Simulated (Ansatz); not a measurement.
Born–Oppenheimer molecular dynamics of C2H8O2Si (13 atoms, charge 0, multiplicity 1). It starts at the highest image of a converged band. Of that band: Neighbouring images differ by up to 1.3 eV, so the band resolves the path poorly. A vibrational analysis at the climbing image gives one clearly imaginary mode, 1250i cm⁻¹: a first-order saddle point.

All numbers below come from Ansatz 0.2.0, RKS PBE-D4/cc-pVDZ.

```json
{"ensemble": "NVE (velocity Verlet)", "time step": "0.5 fs", "steps asked": "200", "starting velocities drawn for": "100 K", "seed": "11942"}
```

First frame:

```xyz
13
Properties=species:S:1:pos:R:3
O -1.126 1.160 0.048
C -0.933 0.023 0.923
C 0.549 -0.338 0.886
Si 1.130 -0.954 -0.847
O 0.644 0.560 -1.970
H -2.088 1.312 -0.034
H -1.262 0.289 1.955
H -1.549 -0.844 0.581
H 0.750 -1.138 1.632
H 1.154 0.545 1.190
H 0.185 -0.699 -2.136
H 2.656 -0.905 -0.800
H -0.089 0.955 -1.413
```

(1) How far do the bonds stretch over the last three quarters of this one trajectory? (Pairs bonded in most of those frames.)

## Answers

(1) 
```
   bond  mean (Å)  spread (Å)  shortest  longest
  O1–C2     1.464       0.020      1.43     1.50
  O1–H6     0.978       0.003      0.97     0.98
  C2–C3     1.521       0.017      1.50     1.55
  C2–H7     1.115       0.007      1.10     1.13
  C2–H8     1.118       0.009      1.10     1.13
 C3–Si4     1.991       0.022      1.93     2.03
  C3–H9     1.117       0.006      1.11     1.13
 C3–H10     1.112       0.003      1.11     1.12
Si4–H12     1.574       0.023      1.53     1.62
 O5–H11     0.989       0.039      0.92     1.06
 O5–H13     1.016       0.031      0.96     1.07
```

Mean temperature of the second half: 322 K. The conserved energy stayed within 0.14 meV per atom of its start (net change 0.073 meV per atom), so the integration is sound. The system heated up, since it started high on the potential surface and ran downhill. A run of 0.1 ps of so small a system gives no equilibrium averages. The orbitals stay closed-shell, which can raise the energy where a bond breaks towards radicals; this wasn't checked here.

Run time: 7.4 min on 2 threads of Arm Neoverse V2, on a shared host, peak memory 0.15 GiB.
